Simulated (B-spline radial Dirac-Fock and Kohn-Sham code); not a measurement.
# Characteristic X-ray lines: Ta³⁵⁺

System: Ta³⁵⁺ in the configuration [Kr] 4d2.

Method: ΔSCF Dirac-Fock with Breit, self-energy and vacuum polarisation, finite nucleus, configuration average. Computed with a radial atomic solver. A line energy is the difference of two single-hole energies; the list is a selection of electric-dipole transitions between resolved j subshells. Electron correlation is not included.

```
        line  energy (keV)  wavelength (Å)
 Kβ2' (K-N3)        67.259         0.18434
Kβ2'' (K-N2)        67.174         0.18457
  Kβ1 (K-M3)        65.257         0.18999
  Kβ3 (K-M2)        64.976         0.19082
  Kα1 (K-L3)        57.526         0.21553
  Kα2 (K-L2)        56.270         0.22034
 Lγ3 (L1-N3)        11.540          1.0744
 Lγ2 (L1-N2)        11.455          1.0823
 Lγ5 (L2-N1)        10.795          1.1485
 Lβ6 (L3-N1)        9.5389          1.2998
 Lβ3 (L1-M3)        9.5381          1.2999
 Lβ1 (L2-M4)        9.3835          1.3213
 Lβ4 (L1-M2)        9.2569          1.3394
  Lη (L2-M1)        8.4665          1.4644
 Lα1 (L3-M5)        8.1873          1.5143
 Lα2 (L3-M4)        8.1272          1.5255
  Lℓ (L3-M1)        7.2102          1.7196
 Mζ1 (M5-N3)        1.5453          8.0233
 Mζ2 (M4-N2)        1.5211          8.1509
```
